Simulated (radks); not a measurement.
Values are calculated unless marked as measured or tabulated.
Problem. Species: W29+. Configuration: [Kr] 4d9 (the NIST ground configuration). Code: a radial shooting solver on a logarithmic mesh with Libxc functionals. Model: non-relativistic Kohn-Sham, LB94 model potential, spin-polarised, spherical densities, point nucleus; open shells are filled with parallel spins first (spin-orbit coupling, left out, can overturn this in heavy ions); relativity is left out, which matters for an element this heavy. Some entries of the table are withheld. Estimate them.

| orbital | occ. | eigenvalue (hartree) | <r> (bohr) | r(max) (bohr) |
|---|---|---|---|---|
| 1s down | 1 | -2388.091 | 0.02045 | 0.01358 |
| 1s up | 1 | -2388.089 | 0.02045 | 0.01358 |
| 2s up | 1 | -425.5668 | 0.08641 | 0.07396 |
| 2s down | 1 | -425.5517 | 0.08641 | 0.07396 |
| 2p up | 3 | -409.6915 | 0.07307 | 0.05740 |
| 2p down | 3 | -409.6838 | 0.07307 | 0.05740 |
| 3s up | 1 | -127.4030 | 0.2180 | 0.2029 |
| 3s down | 1 | -127.4014 | 0.2180 | 0.2029 |
| 3p up | 3 | -120.0635 | 0.2081 | 0.1912 |
| 3p down | 3 | -120.0564 | 0.2081 | 0.1912 |
| 3d up | 5 | -106.3550 | 0.1825 | (1) |
| 3d down | 5 | -106.3347 | 0.1825 | (2) |
| 4s up | 1 | -52.37027 | (3) | 0.4391 |
| 4s down | 1 | -52.31333 | (4) | 0.4390 |
| 4p up | 3 | -49.21407 | 0.4540 | 0.4366 |
| 4p down | 3 | -49.15808 | 0.4540 | 0.4365 |
| 4d up | 5 | -43.51713 | 0.4483 | (5) |
| 4d down | 4 | -43.46605 | 0.4482 | (6) |

Solution. 
(1) 3d up r(max) (bohr): 0.1508
(2) 3d down r(max) (bohr): 0.1508
(3) 4s up <r> (bohr): 0.4544
(4) 4s down <r> (bohr): 0.4543
(5) 4d up r(max) (bohr): 0.4235
(6) 4d down r(max) (bohr): 0.4234
